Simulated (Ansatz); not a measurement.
Input file for Ansatz (a quantum-chemistry and plane-wave program): U-B3LYP/def2-TZVPP on HO2 (SMILES [O]O), 2S+1 = 2.

Ansatz 0.2 input:
```yaml
crystal:
  periodic: [false, false, false]
  atoms:
    - {symbol: O, position_ang: [0.65933801, -0.28635045, -0.00000000]}
    - {symbol: O, position_ang: [-0.51361918, 0.33301838, 0.00000000]}
    - {symbol: H, position_ang: [-1.18181049, -0.37718456, 0.00000000]}
basis:
  gaussian:
    orbitals: def2-TZVPP
hamiltonian:
  xc: {name: B3LYP}
magnetization: {spin_polarized: true, initial_magnetization: 1}
accuracy: high
phonons: {}
```

Program output:

```
WARN ansatz: RAYON_NUM_THREADS=1 ignored (pool sized by the plan → 1); use --threads N
Functional definition: B3LYP
integrals: 0.06 GiB planned
1318 factors; integrals over basis functions are off by at most 2.1e-9 eV
mean field: 0.30 GiB planned
mean field evaluation 1: about -4106.8991 eV, gradient 2.0e1 eV
mean field evaluation 2: about -4106.7756 eV, gradient 2.1e1 eV
mean field evaluation 4: about -4108.2410 eV, gradient 2.5e0 eV
mean field evaluation 8: about -4108.3060 eV, gradient 1.3e-1 eV
mean field evaluation 16: about -4108.3061 eV, gradient 2.6e-5 eV
mean field -4108.30614868 eV, -150.9774662540 hartree, gradient 6.3e-8 eV, S^2 0.753797; 1 other end points of the search recorded, 0 dependent functions left out
the calculation of the forces begins
reference -4108.30617326 eV, -150.9774671574 hartree; 9, 8 occupied and 67, 68 virtual orbitals, 1318 factors
these checks for a lower state are left out or cut short: stability, starts, cluster_reference, orbital_swaps, neighbouring_geometries, increment
integrals: 0.06 GiB planned
1318 factors; integrals over basis functions are off by at most 2.1e-9 eV
mean field: 0.30 GiB planned
mean field evaluation 32: about -4108.3060 eV, gradient 9.6e-5 eV
mean field -4108.30603332 eV, -150.9774620145 hartree, gradient 1.9e-8 eV, S^2 0.753803; 0 other end points of the search recorded, 0 dependent functions left out
the calculation of the forces begins
reference -4108.30605790 eV, -150.9774629180 hartree; 9, 8 occupied and 67, 68 virtual orbitals, 1318 factors
these checks for a lower state are left out or cut short: stability, starts, cluster_reference, orbital_swaps, neighbouring_geometries, increment
integrals: 0.06 GiB planned
1318 factors; integrals over basis functions are off by at most 2.1e-9 eV
mean field: 0.30 GiB planned
mean field -4108.30603231 eV, -150.9774619777 hartree, gradient 1.9e-8 eV, S^2 0.753791; 0 other end points of the search recorded, 0 dependent functions left out
the calculation of the forces begins
reference -4108.30605689 eV, -150.9774628810 hartree; 9, 8 occupied and 67, 68 virtual orbitals, 1318 factors
these checks for a lower state are left out or cut short: stability, starts, cluster_reference, orbital_swaps, neighbouring_geometries, increment
integrals: 0.06 GiB planned
1318 factors; integrals over basis functions are off by at most 2.1e-9 eV
mean field: 0.30 GiB planned
mean field -4108.30613367 eV, -150.9774657023 hartree, gradient 1.3e-8 eV, S^2 0.753795; 0 other end points of the search recorded, 0 dependent functions left out
the calculation of the forces begins
reference -4108.30615825 eV, -150.9774666057 hartree; 9, 8 occupied and 67, 68 virtual orbitals, 1318 factors
these checks for a lower state are left out or cut short: stability, starts, cluster_reference, orbital_swaps, neighbouring_geometries, increment
integrals: 0.06 GiB planned
1318 factors; integrals over basis functions are off by at most 2.1e-9 eV
mean field: 0.30 GiB planned
mean field evaluation 64: about -4108.3061 eV, gradient 1.3e-8 eV
mean field -4108.30613359 eV, -150.9774656996 hartree, gradient 1.1e-8 eV, S^2 0.753799; 0 other end points of the search recorded, 0 dependent functions left out
the calculation of the forces begins
reference -4108.30615817 eV, -150.9774666029 hartree; 9, 8 occupied and 67, 68 virtual orbitals, 1318 factors
these checks for a lower state are left out or cut short: stability, starts, cluster_reference, orbital_swaps, neighbouring_geometries, increment
integrals: 0.06 GiB planned
1318 factors; integrals over basis functions are off by at most 2.1e-9 eV
mean field: 0.30 GiB planned
mean field -4108.30599188 eV, -150.9774604917 hartree, gradient 2.0e-8 eV, S^2 0.753794; 0 other end points of the search recorded, 0 dependent functions left out
the calculation of the forces begins
reference -4108.30601647 eV, -150.9774613954 hartree; 9, 8 occupied and 67, 68 virtual orbitals, 1318 factors
these checks for a lower state are left out or cut short: stability, starts, cluster_reference, orbital_swaps, neighbouring_geometries, increment
integrals: 0.06 GiB planned
1318 factors; integrals over basis functions are off by at most 2.1e-9 eV
mean field: 0.30 GiB planned
mean field -4108.30599218 eV, -150.9774605027 hartree, gradient 2.1e-8 eV, S^2 0.753800; 0 other end points of the search recorded, 0 dependent functions left out
the calculation of the forces begins
reference -4108.30601675 eV, -150.9774614058 hartree; 9, 8 occupied and 67, 68 virtual orbitals, 1318 factors
these checks for a lower state are left out or cut short: stability, starts, cluster_reference, orbital_swaps, neighbouring_geometries, increment
integrals: 0.06 GiB planned
1318 factors; integrals over basis functions are off by at most 2.1e-9 eV
mean field: 0.30 GiB planned
mean field -4108.30608184 eV, -150.9774637978 hartree, gradient 1.1e-8 eV, S^2 0.753801; 0 other end points of the search recorded, 0 dependent functions left out
the calculation of the forces begins
reference -4108.30610643 eV, -150.9774647014 hartree; 9, 8 occupied and 67, 68 virtual orbitals, 1318 factors
these checks for a lower state are left out or cut short: stability, starts, cluster_reference, orbital_swaps, neighbouring_geometries, increment
integrals: 0.06 GiB planned
1318 factors; integrals over basis functions are off by at most 2.1e-9 eV
mean field: 0.30 GiB planned
mean field evaluation 96: about -4108.3061 eV, gradient 3.0e-4 eV
mean field -4108.30608198 eV, -150.9774638028 hartree, gradient 1.1e-8 eV, S^2 0.753793; 0 other end points of the search recorded, 0 dependent functions left out
the calculation of the forces begins
reference -4108.30610656 eV, -150.9774647060 hartree; 9, 8 occupied and 67, 68 virtual orbitals, 1318 factors
these checks for a lower state are left out or cut short: stability, starts, cluster_reference, orbital_swaps, neighbouring_geometries, increment
integrals: 0.06 GiB planned
1318 factors; integrals over basis functions are off by at most 2.1e-9 eV
mean field: 0.30 GiB planned
mean field -4108.30607292 eV, -150.9774634699 hartree, gradient 1.8e-8 eV, S^2 0.753794; 0 other end points of the search recorded, 0 dependent functions left out
the calculation of the forces begins
reference -4108.30609749 eV, -150.9774643729 hartree; 9, 8 occupied and 67, 68 virtual orbitals, 1318 factors
these checks for a lower state are left out or cut short: stability, starts, cluster_reference, orbital_swaps, neighbouring_geometries, increment
integrals: 0.06 GiB planned
1318 factors; integrals over basis functions are off by at most 2.1e-9 eV
mean field: 0.30 GiB planned
mean field -4108.30607331 eV, -150.9774634841 hartree, gradient 1.7e-8 eV, S^2 0.753799; 0 other end points of the search recorded, 0 dependent functions left out
the calculation of the forces begins
reference -4108.30609790 eV, -150.9774643880 hartree; 9, 8 occupied and 67, 68 virtual orbitals, 1318 factors
these checks for a lower state are left out or cut short: stability, starts, cluster_reference, orbital_swaps, neighbouring_geometries, increment
integrals: 0.06 GiB planned
1318 factors; integrals over basis functions are off by at most 2.1e-9 eV
mean field: 0.30 GiB planned
mean field evaluation 128: about -4108.3061 eV, gradient 1.9e-8 eV
mean field -4108.30610524 eV, -150.9774646575 hartree, gradient 1.9e-8 eV, S^2 0.753795; 0 other end points of the search recorded, 0 dependent functions left out
the calculation of the forces begins
reference -4108.30612981 eV, -150.9774655607 hartree; 9, 8 occupied and 67, 68 virtual orbitals, 1318 factors
these checks for a lower state are left out or cut short: stability, starts, cluster_reference, orbital_swaps, neighbouring_geometries, increment
integrals: 0.06 GiB planned
1318 factors; integrals over basis functions are off by at most 2.1e-9 eV
mean field: 0.30 GiB planned
mean field -4108.30610521 eV, -150.9774646565 hartree, gradient 1.6e-8 eV, S^2 0.753799; 0 other end points of the search recorded, 0 dependent functions left out
the calculation of the forces begins
reference -4108.30612979 eV, -150.9774655600 hartree; 9, 8 occupied and 67, 68 virtual orbitals, 1318 factors
Total energy: -4108.30617326 eV, -150.9774671574 hartree
Atom 0 at     0.659338    -0.286350     0.000000 Å, force     0.000001    -0.000001    -0.000000 eV/Å
Atom 1 at    -0.513619     0.333018     0.000000 Å, force    -0.000001     0.000000    -0.000000 eV/Å
Atom 2 at    -1.181810    -0.377185     0.000000 Å, force     0.000001     0.000000     0.000000 eV/Å
Dipole moment:    -0.433730    -0.177289    -0.000000 e Å
Vibrations: 1163.60 1434.42 3603.75 cm⁻¹, zero-point energy 0.384461 eV
```

Self-consistency was reached.

Cost: around 26 core-seconds (rough).
